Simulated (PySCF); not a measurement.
AuCl₄, SMILES [Cl][Au-]([Cl])([Cl])[Cl], charge -1, multiplicity 1.

Geometry optimised at PBE0-D3(BJ)/def2-SVPD. The spin state was assumed, not searched. The isomer is the one that the SMILES or the coordinates give; other isomers of the formula were not compared. The def2 effective core potentials stand for the cores of Au; spin–orbit coupling is left out.

Two levels are set side by side: PBE/def2-SVPD (PySCF) and B3LYP/def2-SVPD (PySCF). Same geometry, gas phase. Differences are taken from unrounded values.

| quantity | B3LYP | PBE | PBE minus B3LYP |
|---|---|---|---|
| orbital gap (eV) | 3.32 | 1.77 | -1.55 |
| highest occupied level (eV) | -3.79 | -2.69 | 1.09 |
| lowest empty level (eV) | -0.46 | -0.92 | -0.46 |
| mean polarisability (bohr³) | 118.6 | 120.4 | 1.9 |

Without exact exchange PBE keeps part of each electron's self-repulsion, which lifts occupied levels and narrows the gap. Differences between two approximate levels are no errors against the true value.

Rough cost on one machine, each run with all the roots and properties that it gave: B3LYP against PBE within a factor of 2.
